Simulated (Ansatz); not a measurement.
`[NH]=[Mo](=[NH])([NH2])[Cl]` at its PBE0-D4/def2-TZVP geometry, where that method's forces vanish. The species carries charge 0 and has multiplicity 1. Mo takes the def2 core potential.

```xyz
9

N    -0.4832   -1.5605    0.5674
Mo    0.0555   -0.2312   -0.3870
N    -1.2515    0.7535   -0.9255
N     1.1707    0.8652    0.7385
Cl    1.1688   -1.0439   -2.2195
H    -1.1818   -2.1647    0.9787
H    -2.2274    0.9850   -1.0531
H     1.1505    1.8734    0.7150
H     1.5984    0.5233    1.5856
```

(1) What forces (eV/Å) does r2SCAN-D4/def2-TZVPP give on these atoms in Ansatz 0.2.0? (Best estimate.)

Results:

(1) The calculation gave: 
```
N1  -0.114 -0.405  0.312
Mo2  0.356 -0.029 -0.228
N3  -0.361  0.340 -0.169
N4   0.128  0.106  0.101
Cl5  0.062 -0.036 -0.088
H6  -0.044 -0.029  0.017
H7  -0.056  0.004 -0.005
H8   0.010  0.038  0.022
H9   0.019  0.012  0.039
```
